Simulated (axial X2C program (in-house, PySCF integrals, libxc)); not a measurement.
Which molecule gave these maps?

PBE0 fields computed with an axial X2C code built on PySCF integrals, 2c, near the equilibrium distance, one atom at z = 0.

The maps cover the half plane through the axis: z from -2.4 to 4.5 Å along the bond, ρ from 0.15 to 2.25 Å away from it (steps of 0.3 Å, the bottom row nearest the axis).

log10 of the density in e/bohr³:

digits 0 to 9 span -5.13 to 1.83 evenly
```
011222233332222222111000
112223333333333322221100
122333444444333333322110
123344445444444444332211
223444555555444444433221
233445566655555555443321
233455677765555555544322
234456789876566875544322
```

Electron localisation function (collinear form, no current term, damped to 0 at low density):

digits 0 to 9 span 0.00 to 1.00 evenly
```
000001233321100000000000
000134555543221111000000
001356777654433233431000
003577776665555567775100
025777643345677778998610
036775323224787689999830
146774367632795019999960
147763547452790966999971
```

Axial spin density in 10⁻³ e/bohr³:

digits 0 to 9 span -13.55 to 13.55 evenly, values beyond are clipped
```
555555555555555555555555
555555555555555555555555
555555666666655555555555
555556789987766666555555
555567999999877788765555
555568999999988999976555
555578847489988999996555
555677569949989999997555
```

Task: Which molecule is it?
A. SF
B. SbB⁺
C. SiAt⁻
D. TiAt⁺

Result: B. SbB⁺, with Sb at z = 0 and B at z = 2.186 Å, state Ω = 3/2 (⟨Sz⟩ = 1.48, ⟨Lz⟩ = 0.02 at PBE0), basis Sb dyall-cv3z [11s12p8d4f1g], B dyall-v3z [7s6p2d1f] (cores contracted in-house). Occupations by symmetry block were frozen at the best pattern of an incomplete PBE0 search. Density functionals use the spin component along the axis (collinear). Other states lie close and PBE0, whose exact exchange favours high spin, may order them wrongly; the determinant shown need not be the ground state. The nearest other 2c determinant of the search, Ω = 1/2, lies 0.34 eV up at the distance of the search. With several unpaired electrons one determinant need not be a pure state. This is the top spin component of a Σ state; components of lower Ω are not single determinants and can lie lower.
